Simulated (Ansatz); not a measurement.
Compare A (`[NH2][GeH2][CH]=S`) with its isomer B (`S[CH]1[NH][GeH2]1`).

Gas-phase electronic energies from Ansatz, PBE0-D4/def2-TZVP geometries. CCSD(T)/CBS adds triple-zeta CCSD(T) − MP2 to the extrapolated MP2 energy (def2 sets, frozen cores). DFT in def2-TZVPP. B3LYP here is the variant with VWN-RPA as its local correlation; programs differ in this. For Ge outer-core shells are correlated without core-valence functions, which leaves a few kJ/mol of doubt a bond. Scalar relativity is left out up to krypton. Each species was taken in one conformer, which may not be the lowest.

Which isomer does CCSD(T)/CBS put lower? Give the gap. (An estimate is asked.)

Computed: A, by 100.0 kJ/mol.

Give E(B) − E(A) in kJ/mol with MP2/def2-TZVPP, B3LYP-D4, PBE0-D4, r2SCAN-D4, PBE-D4, B3LYP, HF/def2-TZVPP. (An estimate is asked.)

The calculation gave: MP2/def2-TZVPP 99.9, B3LYP-D4 102.5, PBE0-D4 82.5, r2SCAN-D4 87.2, PBE-D4 79.2, B3LYP 105.1, HF/def2-TZVPP 134.9. None reverses the order clearly.

Largest T1 diagnostic: 0.014.

In def2-TZVPP, CCSD(T) changes the Hartree–Fock value by −27.6 kJ/mol (the triples alone add −2.4 kJ/mol) and MP2 by −35.0 kJ/mol.
